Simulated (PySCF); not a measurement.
C2H4N2OSi, SMILES O[SiH]1N=CC=N1. Atoms are numbered in the order given.

```xyz
10

O      2.0650     0.5197     0.0000
Si     0.7094    -0.4204     0.0000
N     -0.4380    -0.0783     1.3445
C     -1.5423     0.1935     0.7683
C     -1.5423     0.1935    -0.7683
N     -0.4380    -0.0783    -1.3445
H      1.9621     1.4787     0.0000
H      1.1622    -1.8241     0.0000
H     -2.4681     0.4235     1.3250
H     -2.4681     0.4235    -1.3250
```

Coordinates come from a B3LYP-D3(BJ)/def2-SVP optimisation. The structure was generated by enumeration, and PubChem lists no compound with its InChIKey, so it may never have been made. The values are those of a single conformer.

Two levels are set side by side: PBE/pcSseg-1 (PySCF) and HF/pcSseg-1 (PySCF). GIAO shifts against H2O (¹⁷O), NH3 (¹⁵N), TMS (²⁹Si), TMS (¹H), TMS (¹³C) at the same level; non-relativistic, no solvent, atoms listed together averaged. Differences are taken from unrounded values.

| quantity | HF | PBE | PBE minus HF |
|---|---|---|---|
| δ(¹⁷O) of O1 (ppm) | 22.7 | 40.8 | 18.1 |
| δ(²⁹Si) of Si2 (ppm) | -6.4 | 9.5 | 15.8 |
| δ(¹⁵N) of N3, N6 (ppm) | 425.2 | 420.8 | -4.4 |
| δ(¹³C) of C4, C5 (ppm) | 177.5 | 175.3 | -2.2 |
| δ(¹H) of H7 (ppm) | 2.44 | 1.83 | -0.60 |
| δ(¹H) of H8 (ppm) | 4.90 | 5.54 | 0.65 |
| δ(¹H) of H9, H10 (ppm) | 8.63 | 8.56 | -0.07 |

Rough cost on one machine, each run with all the roots and properties that it gave: HF against PBE within a factor of 2.
